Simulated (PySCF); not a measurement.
## P²⁺ (phosphorus, charge +2): UHF calculation

Configuration: [Ne] 3s2 3p1, 2P determinant. Calculation: PySCF 2.14, in aug-cc-pV(T+d)Z (6s5p4d2f, 55 functions); no relativity, point nucleus.

```
Total energy                                                  : -339.648052 hartree
One-electron energy                                           : -459.1491 hartree
Hartree (Coulomb) energy                                      : 141.5356 hartree
Exchange energy                                               : -22.0345 hartree
Kinetic energy                                                : 339.57604 hartree
⟨S²⟩                                                          : 0.7637
⟨L²⟩                                                          : 2.041
Sum of ⟨r⟩                                                    : 9.653 bohr
Sum of ⟨r²⟩                                                   : 14.10 bohr²
Traceless quadrupole moment −½Σ⟨3z² − r²⟩ along its main axis : -1.87 e·bohr²
Density at the nucleus (Gaussians lack the cusp)              : 2160 bohr⁻³
Spin density at the nucleus                                   : 0.0468 bohr⁻³
Langevin diamagnetic susceptibility                           : -11.2 ×10⁻⁶ cm³/mol
```

```csv
shell,electrons,mean orbital energy (hartree),spread (hartree),"rms radius, mean of both spins (bohr)"
1s α,1,-80.88318,0,0.120
1s β,1,-80.87347,0,0.120
2s α,1,-8.39826,0,0.561
2s β,1,-8.38776,0,0.561
2p α,3,-6.28750,0.01869,0.539
2p β,3,-6.26864,0.02359,0.539
3s α,1,-1.47197,0,1.89
3s β,1,-1.36244,0,1.89
3p α,1,-1.10153,0,2.13
```

Spin-orbit constants ζ (cm⁻¹) from the X2C one-electron operator on these orbitals (non-relativistic here): bare nucleus, nucleus screened by l(l+1)(2l+1)/3 electrons, and screened by the Breit-Pauli mean field of the electrons.

```csv
shell,bare,screened nucleus,mean field
2p,5414,4692,4363
3p,412.7,357.6,327.8
```

To first order the Landé constant is A = 327.8 cm⁻¹, so the lowest level has J = 1/2 and lies 0.0406 eV below the centre of the term.
